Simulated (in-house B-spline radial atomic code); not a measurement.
A calculation on Ir3+: its settings, and results tabulated from the run. All numbers are computed (Dirac-Kohn-Sham LC-wPBE, spherical fractional occupations, exact exchange averaged over the configuration; Fermi nucleus of rms radius 5.4032 fm) with an all-electron radial atomic-structure program (B-spline basis), not measured.

Command:
```bash
python run_scf.py task.json out
```
Settings (nuclear radius in fm, mass in u):
```
Z                77
configuration    [Xe] 4f14 5d6
hamiltonian      dirac
method           lc_wpbe
spin_polarised   False
nucleus          fermi
rms_radius       5.4032
atomic_mass      192.96292
speed_of_light   137.035999084
exact_exchange   averaged over the configuration
```

Output (hartree, bohr):
```
 radial grid: 72 intervals, B-splines of order 8, outer radius 39.1892 bohr

 iter        energy (Eh)    residual
    1      -17850.446612    6.47e-01
    2      -17851.979094    6.63e-02
    3      -17852.080136    2.33e-02
    4      -17852.091619    8.25e-03
    5      -17852.092962    2.55e-03
    6      -17852.093126    5.52e-04
    7      -17852.093130    1.04e-04
    8      -17852.093131    5.74e-05
    9      -17852.093131    2.88e-06
   10      -17852.093131    9.13e-08

 total energy                    -17852.09313
 kinetic                           20332.1289
 electron-nucleus                 -44709.7455
 Hartree                            6872.6468
 exact exchange                      -15.8456
 exchange-correlation               -331.2778

 first-order corrections (not in the total)
   Gaunt                            22.1537
   retardation                      -2.3499
   frequency dependence             -0.4037
   self-energy                      16.3603
   Uehling                          -3.2153
   Wichmann-Kroll                    0.1354
   recoil                            0.0309

 orbital      occ     eigenvalue          <r>       <r^2>       <1/r>     <1/r^3>     <1/r^2>       r_max    small
 1s1/2      2.000     -2793.7315    0.0174416 0.000419666     92.1436           -     20785.3     0.01082  8.50e-02
 2s1/2      2.000      -489.5095    0.0729671  0.00636101     22.5586           -     2895.19      0.0625  1.94e-02
 2p1/2      2.000      -469.0569    0.0601734  0.00451721      22.524           -     914.018     0.04621  1.95e-02
 2p3/2      4.000      -409.2557    0.0684828  0.00570994     18.5863     19284.6     472.199     0.05336  1.74e-02
 3s1/2      2.000      -115.5503      0.18991   0.0413837     8.28358           -     657.053      0.1759  6.44e-03
 3p1/2      2.000      -106.3630     0.180073   0.0378269     8.19796           -     211.269      0.1644  6.39e-03
 3p3/2      4.000       -93.2683     0.195368   0.0443062     7.17567     4455.75     110.812       0.179  5.79e-03
 3d3/2      4.000       -77.8982     0.170475   0.0341281     7.07113     750.238     62.7017      0.1397  5.68e-03
 3d5/2      6.000       -75.0686     0.175156   0.0358977      6.8345     628.566     57.6787      0.1438  5.52e-03
 4s1/2      2.000       -25.7451     0.423239    0.202397     3.49371           -     166.327      0.3978  2.16e-03
 4p1/2      2.000       -21.8626     0.426694    0.207377     3.38372           -     52.4311      0.3966  2.06e-03
 4p3/2      4.000       -18.7682     0.460311    0.241004     3.02975      1056.2      27.619      0.4268  1.84e-03
 4d3/2      4.000       -12.3968     0.471944    0.257889     2.82121     157.796     14.4746      0.4212  1.64e-03
 4d5/2      6.000       -11.8223     0.483179    0.270129     2.73816      129.34     13.2824      0.4306  1.58e-03
 5s1/2      2.000        -4.9672     0.979421     1.07665     1.38965           -     32.2062      0.8926  5.17e-04
 5p1/2      2.000        -3.7310      1.06207     1.27447     1.26563           -     9.18527      0.9476  4.39e-04
 5p3/2      4.000        -3.2251      1.15654     1.51138     1.14101     168.511     4.84493       1.027  3.75e-04
 4f5/2      6.000        -3.7157     0.530944     0.34517     2.33426     25.7513     6.84793       0.393  1.20e-03
 4f7/2      8.000        -3.6008     0.538573    0.355373     2.30109     24.4904     6.64565      0.3976  1.17e-03
 5d3/2      2.400        -1.5569      1.51175      2.6416     0.85834     15.2251     1.73792       1.249  2.19e-04
 5d5/2      3.600        -1.5046      1.55592     2.79796    0.831307     12.2206      1.5826       1.284  2.07e-04
```

Cost of the run: 12 s on 1 thread of Intel(R) Xeon(R) 6975P-C, on a shared host.

For the Dirac Hamiltonian the kinetic term is c α·p + (β - 1)c².
